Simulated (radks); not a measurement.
Spin polarisation of the 4d5 shell in the technetium ion Tc2+. Start: [Kr] 4d(up 2.5, down 2.5); electrons of 4d are moved from spin down to spin up, other shells keep equal spins. All-electron calculation, non-relativistic Kohn-Sham, PBE, spin-polarised, spherical densities, point nucleus. Program: a radial shooting solver on a logarithmic mesh with Libxc functionals.

moment (Bohr magnetons)  E - E(0) (eV)  e(4d up) (eV)  e(4d down) (eV)  4p down minus up (eV)
0                                0.000        -22.808          -22.808                  0.000
1                               -0.182        -23.151          -22.423                  0.719
2                               -0.729        -23.455          -21.993                  1.443
3                               -1.645        -23.718          -21.515                  2.174
4                               -2.935        -23.942          -20.985                  2.916
5                               -4.609        -24.126          -20.365                  3.672

At moment 5 the spin-polarisation energy is -4.609 eV and the 4d exchange splitting 3.761 eV, that is 0.752 eV per Bohr magneton; E = -I m^2/4 would give I = 0.737 eV.
